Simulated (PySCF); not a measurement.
C4H2BrCl, SMILES C#C/C=C(/Cl)Br. Geometry: B3LYP-D3(BJ)/def2-SVP. The structure was generated by enumeration; whether it is a known compound was not checked.

Computed with PySCF with B3LYP-D3(BJ)/def2-SVP.

Harmonic wavenumbers (cm⁻¹): 109, 141, 236, 299, 419, 447, 494, 587, 671, 708, 840, 899, 1045, 1263, 1641, 2213, 3161, 3470. Rotational constants (GHz): 2.143, 1.473, 0.8730; symmetry number 1.

Problem. Work out the zero-point energy and the ideal-gas rigid-rotor harmonic-oscillator thermochemistry at 298.15 K and 1 atm.

Solution. ZPE = ½ Σ hcν = ½ × 18643 cm⁻¹ = 26.65 kcal/mol. H − E(el) = 31.32 kcal/mol. Entropy in cal/(mol K): translation 41.22, rotation 29.15, vibration 13.26, total 83.62. G − E(el) = 6.39 kcal/mol. Cp = 23.72 cal/(mol K). Modes under 150 cm⁻¹ make the vibrational entropy uncertain.
